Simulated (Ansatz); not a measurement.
Species: C3HO (charge -1, singlet). It need not be the lowest isomer of its formula. Whether it binds its extra electron was not tested at this geometry. 
Geometry from a B3LYP-D3(BJ)/def2-TZVP (Ansatz, an electronic-structure program) optimisation:
```xyz
5

O      1.4624    -0.2716     0.0599
C      0.2414    -0.0791     0.0093
C     -1.1136    -0.6052    -0.0602
C     -0.8503     0.7589    -0.0241
H     -1.3644     1.7246    -0.0296
```
Charge -1, spin multiplicity 1.

Total electronic energies in hartree. Correlated levels leave the core frozen unless marked. Spin-orbit coupling is left out. Non-relativistic unless marked X2C. CBS marks a two-point X^-3 extrapolation of the correlation energy; Hartree-Fock from the larger set. The bracket is a focal-point correction in the basis named.

```csv
level,program,energy (Eh)
HF/aug-cc-pVDZ,Ansatz,-188.96721
BLYP/def2-TZVPD,Ansatz,…
B3LYP-D3(BJ)/def2-TZVPD,Ansatz + dftd3,…
PBE0/STO-3G,Ansatz,-187.20427
CAM-B3LYP-D4/def2-TZVPD,Ansatz + dftd4,…
LC-wPBE-D4/def2-TZVPD,Ansatz + dftd4,-189.99542
wB97M-V/def2-TZVPD,Ansatz,-190.07254
B2GP-PLYP/def2-TZVPD,Ansatz,-189.94159
MP2/STO-3G,Ansatz,-186.52279
MP2/aug-cc-pVDZ,Ansatz,-189.54879
CCSD/aug-cc-pVTZ,Ansatz,-189.71099
CCSD/cc-pwCVTZ,Ansatz,-189.70088
CCSD(T)/STO-3G,Ansatz,-186.56147
X2C-CCSD(T)/cc-pVTZ-DK,Ansatz,-189.82148
"RI-MP2/CBS(aug-cc-pVTZ,aug-cc-pVQZ)+[CCSD(T)-MP2]/aug-cc-pVTZ",Ansatz,-189.8326
```

Q: Some entries are withheld; supply them.

A: 
- BLYP/def2-TZVPD, energy (Eh): -190.08559
- B3LYP-D3(BJ)/def2-TZVPD, energy (Eh): -190.13628
- CAM-B3LYP-D4/def2-TZVPD, energy (Eh): -190.04432
